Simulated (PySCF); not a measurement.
fluoro(silylmethyl)silane (CH₇FSi₂), SMILES C([SiH2]F)[SiH3]. Atoms are numbered in the order given.

```xyz
11

Si    -1.7686     0.2295     0.2805
C     -0.0685     1.0781     0.2770
Si     1.3691    -0.1086     0.0745
F      0.9363    -1.2659    -1.0135
H     -1.7598    -0.9294     1.2405
H     -2.8328     1.2015     0.7155
H     -2.1084    -0.2745    -1.0924
H     -0.0531     1.8388    -0.5322
H      0.0621     1.6211     1.2387
H      1.6707    -0.7970     1.3747
H      2.5982     0.5731    -0.4562
```
Charge 0, spin multiplicity 1.

Coordinates come from a PBE-D3(BJ)/def2-SVP optimisation. One conformer was computed; it need not be the lowest.

Method: PySCF with PBE/def2-TZVP.

Computed frontier levels, gap, dipole moment and polarisability:
```yaml
highest_occupied_level: -7.60 eV
lowest_empty_level: -0.79 eV
orbital_gap: 6.80 eV
dipole_moment: 1.95 D
quadrupole, principal values (traceless, Buckingham form, about the centre of nuclear charge): -3.19, 1.27, 1.92 D·Å
mean_static_polarisability: 67.3 bohr³ (9.97 Å³)
polarisability_principal_values: 59.5, 61.9, 80.5 bohr³
```
